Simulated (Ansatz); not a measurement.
# A barrier at the coupled-cluster level

Start structure (AlH3SOF2, closed shell), relaxed at PBE0-D4/def2-TZVP:

| atom | x (Å) | y (Å) | z (Å) |
| --- | --- | --- | --- |
| Al1 | -0.4129 | -0.2283 | -0.5853 |
| S2 | 1.6426 | 0.2985 | -1.1725 |
| F3 | -0.7907 | -1.8423 | -0.5185 |
| F4 | -1.6094 | 0.8292 | -0.9972 |
| H5 | 0.6375 | 0.2352 | 1.5769 |
| O6 | -0.2688 | -0.0178 | 1.3535 |
| H7 | 1.2875 | 1.5576 | -1.4818 |
| H8 | -0.4858 | -0.8322 | 1.8250 |

The step: AlHSF₂ ([F][Al]([F])[SH]) + H₂O → AlHOF₂ ([OH][Al]([F])[F]) + H₂S (still joined by a long Al–S bond); bonds formed: S2–H5; dative contacts that become bonds: Al1–O6; bonds broken: H5–O6; bonds weakened to dative contacts: Al1–S2. Program: Ansatz 0.2.0. Basis: def2-TZVPP and def2-QZVPP. Cores are frozen in the correlated methods. Extrapolation: Hartree–Fock as exp(−7.88 √X), correlation as X^−2.97. Energies below are by CCSD(T) at an estimated basis limit (MP2 extrapolated from triple and quadruple zeta, plus CCSD(T) − MP2 in triple zeta).

Task: What are the electronic barrier and the energy of the step, from the start structure to the end structure? (To be estimated.)

Result: Computed: Barrier 70.7 kJ/mol; step energy 22.2 kJ/mol (uphill); reverse barrier, their difference, 48.5 kJ/mol. Barrier and step energy count from the start structure, the reverse barrier from the end structure.

The saddle point: One imaginary mode of 873i cm⁻¹.
```tsv
pair	start (Å)	saddle (Å)	end (Å)
Al1–O6	1.96	1.79	1.70
S2–H5	2.93	1.56	1.35
Al1–S2	2.20	2.37	2.48
H5–O6	0.97	1.36	3.26
```

Zero-point energy (harmonic, PBE0-D4): ZPE is 105.9 kJ/mol at the start and 92.3 kJ/mol at the saddle, so the barrier goes from 70.7 to 57.0 kJ/mol.

First-order rate constant out of the start structure at 898 K by transition-state theory, with harmonic vibrational free energies alone and no tunnelling: ΔA‡ = 74.3 kJ/mol, so k = (kB T/h) exp(−ΔA‡/kB T) ≈ 10^9 s⁻¹ (an order of magnitude at best: rotation, the number of equivalent paths and anharmonicity are left out).

T1 diagnostic: at most 0.013.

Labels in which every atom is bracketed show which atoms are joined, not bond orders.

For scale, one of the runs: CCSD(T)/def2-TZVPP, 219 basis functions (an equivalent command: `ansatz run in.yaml --threads 4`). Hardware: 4 CPU threads, shared host. Wall time 91 s; peak host memory 3.4 GiB.
